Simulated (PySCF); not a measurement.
CdCl, SMILES [Cd+][Cl], charge +1. Atoms are numbered in the order given.

```xyz
2

Cd     0.0000     0.0000    -0.5930
Cl     0.0000     0.0000     1.6744
```
Charge +1, spin multiplicity 1.

Coordinates come from a B3LYP-D3(BJ)/def2-TZVPD optimisation. The multiplicity is an assumed one; other spin states were not compared. The def2 effective core potentials stand for the cores of Cd; spin–orbit coupling is left out.

Method: M06-2X/def2-TZVPD run with PySCF.

Mulliken values depend strongly on the basis, most of all with diffuse functions as here. ESP charges are fitted to the potential on shells at 1.4 to 2.0 van der Waals radii. Atomic charges (e):

```csv
atom,Mulliken,ESP fit
Cd1,1.20,…
Cl2,-0.20,…
```

**Question.** Fill in the missing entries. (An estimate is asked for; the answer gives what the named calculation found.)

**Answer.** 
- Cd1, ESP fit: 1.27
- Cl2, ESP fit: -0.27
